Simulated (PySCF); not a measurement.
A structure optimised at ωB97X-D3(BJ)/def2-TZVP, used in a PySCF frequency run:

```xyz
4

Mg     0.0130     0.7277     0.0000
Cl    -0.0050     2.9034     0.0000
Se     0.0399    -1.6594     0.0000
H     -1.4269    -1.6699     0.0000
```

Write its SMILES, formula and point group.

[Cl][Mg][SeH], ClHMgSe, Cs

What are its rotational constants (standard atomic weights)?

235.93, 0.95185, 0.94803 GHz
